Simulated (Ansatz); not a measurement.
Harmonic vibrations of the cluster AlB6 by finite differences.

```yaml
crystal:
  periodic: [false, false, false]
  atoms:
    - {symbol: Al, position_ang: [0.265120, 0.439217, -1.552063]}
    - {symbol: B, position_ang: [-1.412623, 0.434764, 0.486303]}
    - {symbol: B, position_ang: [1.561391, 0.691759, 0.066076]}
    - {symbol: B, position_ang: [1.226367, -0.743362, 0.604531]}
    - {symbol: B, position_ang: [-0.318824, -0.996622, 0.315799]}
    - {symbol: B, position_ang: [-1.439361, -0.489850, -0.781007]}
    - {symbol: B, position_ang: [0.117931, 0.664095, 0.860361]}
basis:
  gaussian: {orbitals: def2-SVP}
magnetization: {spin_polarized: true, initial_magnetization: 1}
hamiltonian: {xc: r2scan, dispersion: d4}
scf: {omitted_lower_state_checks: [starts]}
phonons: {temperatures: {t_min: 298.15, t_max: 900, t_step: 200}}
```

```sh
$ ansatz run in.yaml --threads 2 --pin off --events-out ev --progress --plain --max-ram 32768MiB --backend cpu
```

Shortened log:

```
Functional definition: r2SCAN
mean field -10638.79726226 eV, -390.9685881524 hartree, gradient 4.4e-5 eV, S^2 0.830396; 0 other end points of the search recorded, 0 dependent functions left out
mean field -10638.79723681 eV, -390.9685872169 hartree, gradient 2.4e-6 eV, S^2 0.830363; 0 other end points of the search recorded, 0 dependent functions left out
mean field -10638.79723054 eV, -390.9685869866 hartree, gradient 2.5e-6 eV, S^2 0.830432; 0 other end points of the search recorded, 0 dependent functions left out
mean field -10638.79725875 eV, -390.9685880233 hartree, gradient 1.9e-6 eV, S^2 0.830339; 0 other end points of the search recorded, 0 dependent functions left out
mean field -10638.79724846 eV, -390.9685876452 hartree, gradient 3.1e-6 eV, S^2 0.830454; 0 other end points of the search recorded, 0 dependent functions left out
mean field -10638.79721591 eV, -390.9685864488 hartree, gradient 3.6e-6 eV, S^2 0.830602; 0 other end points of the search recorded, 0 dependent functions left out
mean field -10638.79725641 eV, -390.9685879371 hartree, gradient 3.0e-6 eV, S^2 0.830194; 0 other end points of the search recorded, 0 dependent functions left out
mean field -10638.79718484 eV, -390.9685853070 hartree, gradient 2.9e-6 eV, S^2 0.830412; 0 other end points of the search recorded, 0 dependent functions left out
mean field -10638.79719536 eV, -390.9685856936 hartree, gradient 3.7e-6 eV, S^2 0.830383; 0 other end points of the search recorded, 0 dependent functions left out
mean field -10638.79723316 eV, -390.9685870827 hartree, gradient 1.9e-6 eV, S^2 0.830436; 0 other end points of the search recorded, 0 dependent functions left out
mean field -10638.79720532 eV, -390.9685860597 hartree, gradient 2.1e-6 eV, S^2 0.830356; 0 other end points of the search recorded, 0 dependent functions left out
mean field -10638.79724432 eV, -390.9685874929 hartree, gradient 2.6e-6 eV, S^2 0.830284; 0 other end points of the search recorded, 0 dependent functions left out
mean field -10638.79716714 eV, -390.9685846565 hartree, gradient 2.7e-6 eV, S^2 0.830509; 0 other end points of the search recorded, 0 dependent functions left out
mean field -10638.79722530 eV, -390.9685867941 hartree, gradient 4.1e-6 eV, S^2 0.830765; 0 other end points of the search recorded, 0 dependent functions left out
mean field -10638.79719429 eV, -390.9685856543 hartree, gradient 4.4e-6 eV, S^2 0.830031; 0 other end points of the search recorded, 0 dependent functions left out
mean field -10638.79724022 eV, -390.9685873422 hartree, gradient 3.5e-6 eV, S^2 0.830648; 0 other end points of the search recorded, 0 dependent functions left out
mean field -10638.79715185 eV, -390.9685840948 hartree, gradient 3.6e-6 eV, S^2 0.830146; 0 other end points of the search recorded, 0 dependent functions left out
mean field -10638.79721658 eV, -390.9685864736 hartree, gradient 3.4e-6 eV, S^2 0.830436; 0 other end points of the search recorded, 0 dependent functions left out
mean field -10638.79723969 eV, -390.9685873227 hartree, gradient 2.6e-6 eV, S^2 0.830357; 0 other end points of the search recorded, 0 dependent functions left out
mean field -10638.79717802 eV, -390.9685850564 hartree, gradient 3.3e-6 eV, S^2 0.830422; 0 other end points of the search recorded, 0 dependent functions left out
mean field -10638.79719114 eV, -390.9685855388 hartree, gradient 2.8e-6 eV, S^2 0.830372; 0 other end points of the search recorded, 0 dependent functions left out
mean field -10638.79715686 eV, -390.9685842790 hartree, gradient 2.7e-6 eV, S^2 0.830420; 0 other end points of the search recorded, 0 dependent functions left out
mean field -10638.79721760 eV, -390.9685865110 hartree, gradient 2.4e-6 eV, S^2 0.830373; 0 other end points of the search recorded, 0 dependent functions left out
mean field -10638.79726737 eV, -390.9685883401 hartree, gradient 3.2e-6 eV, S^2 0.830282; 0 other end points of the search recorded, 0 dependent functions left out
mean field -10638.79721925 eV, -390.9685865717 hartree, gradient 2.8e-6 eV, S^2 0.830512; 0 other end points of the search recorded, 0 dependent functions left out
mean field -10638.79714270 eV, -390.9685837584 hartree, gradient 3.8e-6 eV, S^2 0.830244; 0 other end points of the search recorded, 0 dependent functions left out
mean field -10638.79719267 eV, -390.9685855949 hartree, gradient 3.0e-6 eV, S^2 0.830546; 0 other end points of the search recorded, 0 dependent functions left out
mean field -10638.79721542 eV, -390.9685864308 hartree, gradient 3.3e-6 eV, S^2 0.830433; 0 other end points of the search recorded, 0 dependent functions left out
mean field -10638.79722649 eV, -390.9685868376 hartree, gradient 3.0e-6 eV, S^2 0.830361; 0 other end points of the search recorded, 0 dependent functions left out
mean field -10638.79722921 eV, -390.9685869377 hartree, gradient 2.6e-6 eV, S^2 0.830488; 0 other end points of the search recorded, 0 dependent functions left out
mean field -10638.79723197 eV, -390.9685870393 hartree, gradient 2.6e-6 eV, S^2 0.830305; 0 other end points of the search recorded, 0 dependent functions left out
mean field -10638.79721532 eV, -390.9685864274 hartree, gradient 4.2e-6 eV, S^2 0.830060; 0 other end points of the search recorded, 0 dependent functions left out
mean field -10638.79722655 eV, -390.9685868400 hartree, gradient 4.2e-6 eV, S^2 0.830736; 0 other end points of the search recorded, 0 dependent functions left out
mean field -10638.79719278 eV, -390.9685855991 hartree, gradient 2.9e-6 eV, S^2 0.830194; 0 other end points of the search recorded, 0 dependent functions left out
mean field -10638.79725197 eV, -390.9685877741 hartree, gradient 3.6e-6 eV, S^2 0.830600; 0 other end points of the search recorded, 0 dependent functions left out
mean field -10638.79715347 eV, -390.9685841544 hartree, gradient 4.0e-6 eV, S^2 0.830188; 0 other end points of the search recorded, 0 dependent functions left out
mean field -10638.79722792 eV, -390.9685868901 hartree, gradient 4.1e-6 eV, S^2 0.830605; 0 other end points of the search recorded, 0 dependent functions left out
mean field -10638.79718135 eV, -390.9685851787 hartree, gradient 3.2e-6 eV, S^2 0.830512; 0 other end points of the search recorded, 0 dependent functions left out
mean field -10638.79713376 eV, -390.9685834298 hartree, gradient 3.2e-6 eV, S^2 0.830278; 0 other end points of the search recorded, 0 dependent functions left out
mean field -10638.79723197 eV, -390.9685870392 hartree, gradient 2.6e-6 eV, S^2 0.830306; 0 other end points of the search recorded, 0 dependent functions left out
mean field -10638.79722744 eV, -390.9685868727 hartree, gradient 2.5e-6 eV, S^2 0.830487; 0 other end points of the search recorded, 0 dependent functions left out
mean field -10638.79723976 eV, -390.9685873255 hartree, gradient 3.3e-6 eV, S^2 0.830498; 0 other end points of the search recorded, 0 dependent functions left out
mean field -10638.79722415 eV, -390.9685867518 hartree, gradient 3.5e-6 eV, S^2 0.830295; 0 other end points of the search recorded, 0 dependent functions left out
Total energy: -10638.85033757 eV, -390.9705386338 hartree
Atom 0 at     0.265120     0.439217    -1.552063 Å, force     0.001197     0.001978    -0.007786 eV/Å
Atom 1 at    -1.412623     0.434764     0.486303 Å, force    -0.001517     0.005466     0.015310 eV/Å
Atom 2 at     1.561391     0.691759     0.066076 Å, force     0.005447     0.017355    -0.004795 eV/Å
Atom 3 at     1.226367    -0.743362     0.604531 Å, force    -0.003184    -0.011899     0.009470 eV/Å
Atom 4 at    -0.318824    -0.996622     0.315799 Å, force    -0.009824    -0.002065    -0.000601 eV/Å
Atom 5 at    -1.439361    -0.489850    -0.781007 Å, force    -0.001527    -0.011622    -0.014618 eV/Å
Atom 6 at     0.117931     0.664095     0.860361 Å, force     0.009407     0.000786     0.003019 eV/Å
Dipole moment:     0.030703     0.050981    -0.179220 e Å
Vibrations: 149.71 162.26 313.36 392.75 466.00 470.41 526.47 538.58 611.45 747.02 854.57 1035.07 1115.13 1156.29 1227.22 cm⁻¹, zero-point energy 0.605433 eV
Checks for a lower state left out: starts
```

Hardware: 2 threads of AMD EPYC 7R13 on a shared host. Wall time 2 min.

The structure comes from a short search, and lower isomers may exist.
